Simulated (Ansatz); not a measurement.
`C[N](C)[AlH2]` + H–F → `[F][AlH2]` + dimethylamine at 600 K and 1 bar (ligand exchange at the Al–N bond).

Gas-phase electronic energies from Ansatz, PBE0-D4/def2-TZVP geometries. CCSD(T)/CBS is the MP2 limit (def2-TZVPP, def2-QZVPP) plus CCSD(T) − MP2 in def2-TZVPP, frozen cores. This one scheme is used for every species.

| species | CCSD(T)/CBS energy (Eh) | H − E (kJ/mol) | S (J/(mol·K)) |
| --- | --- | --- | --- |
| `C[N](C)[AlH2]` | -377.63984 | 310.8 | 403.1 |
| H–F | -100.39570 | 42.3 | 194.0 |
| `[F][AlH2]` | -343.06661 | 68.4 | 279.9 |
| `CNC` | -135.00321 | 284.6 | 333.5 |

H − E and S are ideal-gas, rigid-rotor, harmonic terms from PBE0-D4/def2-TZVP. 1 Eh = 2625.50 kJ/mol, R = 8.31446 J/(mol·K).

**Question.** By hand: ΔE, ΔH, ΔS and ΔG.

**Answer.** ΔE = (-343.06661) + (-135.00321) − (-377.63984) − (-100.39570) = -0.03428 Eh = -90.0 kJ/mol. Δ(H − E) = 68.4 + 284.6 − 310.8 − 42.3 = -0.1, so ΔH = -90.1 kJ/mol. ΔS = 279.9 + 333.5 − 403.1 − 194.0 = 16.3 J/(mol·K). ΔG = -90.1 − 600 × (16.3)/1000 = -99.9 kJ/mol.

**Question.** By hand: the equilibrium constant, and the temperature at which ΔG would vanish if ΔH and ΔS stayed fixed.

**Answer.** log₁₀ K = −ΔG/(RT ln 10) = 8.7. ΔH and −TΔS have one sign here, so there is no such temperature.

ΔH outweighs TΔS. A doubt of 5 kJ/mol in ΔE shifts log₁₀ K by 0.4 here. These are equilibria of isolated gas molecules and say nothing of rates. Largest T1 diagnostic: 0.012 (customary marks: 0.02 for closed shells, 0.045 for open ones).
